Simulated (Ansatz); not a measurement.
A nudged elastic band was laid between two geometries of H$_{2}$InS (4 atoms, charge 0, multiplicity 2).

All numbers below come from UKS B3LYP-D4/def2-SVP (Ansatz).

| Item | Value |
| --- | --- |
| movable images | 5 |
| climbing image | yes |
| spring | 5.0 eV/Å² |
| optimiser | quadratic models (default) |
| start path | through a guess of the saddle point |
| force threshold | 0.05 eV/Å |
| iteration limit | 30 |
| end points | relaxed |

Image 0:

```xyz
4
Properties=species:S:1:pos:R:3
S 0.202 -1.343 0.396
In -0.251 0.983 -0.324
H -1.092 -1.733 0.324
H 1.197 2.032 -0.416
```

Image 6:

```xyz
4
Properties=species:S:1:pos:R:3
S -1.026 -1.227 0.203
In -0.462 1.119 -0.376
H 0.273 -1.532 0.444
H 1.271 1.580 -0.291
```

Q: Which bonds break or form, and what moves?

A: No bond is made or broken. The dihedral H3–S1–In2–H4 goes from 180 to 0°.

Q: What energy profile does the band end with?

A: It converged. The highest image is number 3 of 0 to 6, 0.173 eV above the first end and 0.120 eV above the last; the last end lies 0.053 eV above the first. A vibrational analysis at the climbing image gives one clearly imaginary mode, 279i cm⁻¹: a first-order saddle point.

| image | path coordinate (Å) | energy (eV) | dihedral H3–S1–In2–H4 (°) |
| --- | --- | --- | --- |
| 0 | 0.00 | 0.000 | 180 |
| 1 | 0.40 | 0.044 | -149 |
| 2 | 0.80 | 0.129 | -118 |
| 3 | 1.20 | 0.173 | -86 |
| 4 | 1.53 | 0.143 | -58 |
| 5 | 1.86 | 0.084 | -29 |
| 6 | 2.19 | 0.053 | 0 |

Q: What is the geometry of the highest image?

A: 
```xyz
4
Properties=species:S:1:pos:R:3:forces:R:3
S -0.064 -1.247 0.951 0.01 0.03 0.01
In -0.222 1.143 0.157 0.01 -0.02 0.00
H -0.732 -1.667 -0.151 -0.01 -0.01 -0.01
H 1.074 1.711 -0.977 -0.01 0.00 0.01
```

Q: What are the harmonic wavenumbers there?

A: 279i, 285, 405, 536, 1433, 2652 cm⁻¹.

Time of the run: 5 min on 1 CPU thread of a shared host.
